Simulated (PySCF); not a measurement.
H₉N₃Si₃, triplet, at the geometry of the source list (a higher spin typed on purpose: for a closed-shell molecule this is an excited state). Base run: B3LYP/3-21G (PySCF).

Geometry (Å):
```xyz
15

Si     1.6691    -0.4342    -0.5301
N      0.5120    -1.5214     0.1469
Si    -1.1766    -1.2994     0.4287
N     -1.4411     0.3970     0.6030
Si    -0.5315     1.7239    -0.0219
N      1.0855     1.1652    -0.2495
H      1.8396    -0.6832    -1.9751
H      2.9400    -0.6000     0.1860
H      0.8212    -2.4762     0.2007
H     -1.9706    -1.8409    -0.6911
H     -1.5298    -1.9584     1.6920
H     -2.3496     0.6434     0.9566
H     -0.5191     2.7945     0.9820
H     -1.1054     2.1985    -1.2957
H      1.7563     1.8913    -0.4325
```
Charge 0, spin multiplicity 3.
Orbitals are unrestricted.
All else is at PySCF's defaults.

The base run was repeated with changes; each row names its change, and settings that it needs were set with it.

```csv
change,basis functions,E (Eh),HOMO (eV),dipole (D)
base,84,-1032.56084,-0.76,0.12
basis = cc-pVDZ-DK; relativity = none,141,-1037.75377,-1.06,0.84
basis = x2c-SVPall; relativity = spin-free X2C,141,-1039.60905,-1.01,0.93
basis = jorge-DZP-DKH; relativity = spin-free X2C; nucleus = Gaussian (with nucmod='G'),162,-1040.04463,-1.15,1.14
basis = cc-pVDZ-DK; relativity = spin-free X2C; nucleus = Gaussian (with nucmod='G'),141,-1040.01320,-1.06,0.84
basis = jorge-DZP-DKH; relativity = none,162,-1037.89915,-1.15,1.14
basis = x2c-SVPall; relativity = spin-free X2C; nucleus = Gaussian (with nucmod='G'),141,-1039.60853,-1.01,0.93
basis = cc-pVDZ-DK; relativity = spin-free X2C,141,-1040.01378,-1.06,0.84
basis = x2c-SVPall; relativity = none,141,-1037.55838,-1.00,0.94
basis = jorge-DZP-DKH; relativity = spin-free X2C,162,-1040.04520,-1.15,1.14
```

Total energies compare only within one method and basis.

Open shells are given as the SCF converged; they aren't shown to be the lowest states, and a large step between rows can be another state.

Basis sets contracted for a relativistic Hamiltonian are a mismatch without it, so the rows without relativity aren't non-relativistic limits. No row has spin-orbit coupling; sets with core potentials leave out the core electrons.
